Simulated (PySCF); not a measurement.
Computed vibrations of [Tl(NC)]2+

[Tl(NC)]2+ (singlet). PySCF 2.14.0, RKS PBE, Tl def2-SVP with ECP60, N def2-SVP, C def2-SVP; non-relativistic Hamiltonian with scalar-relativistic core potentials where named; density fitting; no spin-orbit coupling. Central differences of gradients.

```xyz
3

Tl    0.0000    0.0000   -0.3273
N     0.0000    0.0000    2.0305
C     0.0000    0.0000    3.2212
```

Run from Python with OMP_NUM_THREADS=2. Where DIIS fails, smearing, a level shift and second-order steps follow.
It took 6 s on 2 threads of Arm Neoverse V2, with other jobs on the host.

**Question.** What are the harmonic wavenumbers and infrared intensities?

**Answer.** Modes are labelled in C∞v; negative numbers are unstable modes, those under 60 cm⁻¹ near the noise; a finer grid moves soft modes by up to 10 cm⁻¹.
| cm⁻¹ | km/mol | symmetry |
| --- | --- | --- |
| 187 | 39.8 | σ+ |
| 234 | 29.5 | π |
| 234 | 29.5 | π |
| 2054 | 4.4 | σ+ |

**Question.** Is this a minimum?

**Answer.** Yes. Ideal gas at 298.15 K and 1 bar: S = 275.0 J/(mol K), Cp = 51.9 J/(mol K), H − H(0 K) = 12.9 kJ/mol (rigid rotor, harmonic modes, spin degeneracy alone).
